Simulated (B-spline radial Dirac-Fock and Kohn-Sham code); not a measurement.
# Relativistic shifts of the levels of Bi⁵⁺

System: the Bi⁵⁺ ion in the configuration 1s2 2s2 2p6 3s2 3p6 3d10 4s2 4p6 4d10 4f14 5s2 5p6 5d10.

Both columns are ΔSCF binding energies of the configuration average from an atomic code on a B-spline grid: non-relativistic Hartree-Fock with a point nucleus, and Dirac-Fock with a finite nucleus and the Coulomb interaction alone, averaged over the two j levels with weights 2j+1.

```
shell  Hartree-Fock (eV)  Dirac-Fock (eV)  shift (eV)  shift (%)
   1s            81610.0          91103.4    +9493.38     +11.63
   2s            13957.6          16527.0    +2569.41     +18.41
   2p            13426.1          14298.4     +872.23      +6.50
   3s             3437.6           4086.6     +649.03     +18.88
   3p             3184.3           3431.3     +247.01      +7.76
   3d             2716.5           2694.3      -22.26      -0.82
   4s              846.8           1014.7     +167.89     +19.83
   4p              734.0            794.6      +60.64      +8.26
   4d              526.8            519.7       -7.02      -1.33
   4f              243.3            223.5      -19.80      -8.14
   5s              198.9            233.1      +34.25     +17.22
   5p              158.4            168.7      +10.27      +6.48
   5d              90.10            88.04       -2.06      -2.28
```

Relativity binds 1s, 2s, 2p, 3s, 3p, 4s, 4p, 5s, 5p more strongly, among those listed most of all 4s in relative terms, and 3d, 4d, 4f, 5d more weakly, because the contracted s and p shells screen the nucleus better.

Values without a named source are computed, but for edge energies of neutral atoms, which are taken from tables.
